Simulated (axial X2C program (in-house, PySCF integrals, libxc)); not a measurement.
What spin–orbit coupling does to PI⁺

Computed with an in-house all-electron X2C program for linear molecules (integrals from PySCF). Spin-free means the one-electron spin-free X2C Hamiltonian; two-component (2c) means X2C with spin–orbit coupling and atomic mean-field two-electron Coulomb and Gaunt terms, so the difference of the two also holds small scalar two-electron terms. Basis: I dyall-cv3z [11s12p8d4f1g], P dyall-v3z [8s7p2d1f] (cores contracted in-house); Gaussian nuclei, density fitting, unrestricted open shells. Masses: I 126.904 u, P 30.974 u.

Spin-free state: M_S = 1/2, Λ = 1 (beyond evenly filled blocks: π+α); fragments I + P+.

```json
{"level": "B97-3", "Re (Å)": "2.264", "ωe (cm⁻¹)": "463.6", "De (eV)": "4.168", "μ (D)": "2.82"}
```

Dipoles are positive if P is the positive end and refer to the centre of mass.

(1) Within this multiplet, which Ω should lie lowest by the rule for regular and inverted multiplets?

Two-component determinant lowest at the distance of the search:

Ω = 1/2 (⟨Sz⟩ = -0.50, ⟨Lz⟩ = 1.00 at B97-3); fragments I+ + P.

```
level  Re (Å)  ωe (cm⁻¹)  De (eV)  μ (D)
B97-3   2.271      452.7    3.999   2.66
```

(2) From the two tables, how do the constants change at the B97-3 level (2c against spin-free)?

The state is one determinant whose occupation by symmetry is held fixed; it was picked as the lowest of a PBE0 search that is not exhaustive. De is counted from the lowest determinant-based energies of the atoms at the same level, without counterpoise correction. Density functionals use the spin component along the axis (collinear). Without a current term, density functionals place determinants with orbital angular momentum somewhat too high. The determinant is spin-polarised beyond a pure state at some levels (its spin-free form has ⟨S²⟩ too high), which makes Re and μ there less reliable.

Results:

(1) The open π shell holds one electron, so the multiplet is regular: Ω = Λ − 1/2 = 1/2. The PBE0 2c search agrees.

(2) At the B97-3 level Re goes up by 0.007 Å and ωe drops by 10.9 cm⁻¹; De is not compared, since the atomic limits differ or miss part of their spin–orbit lowering.
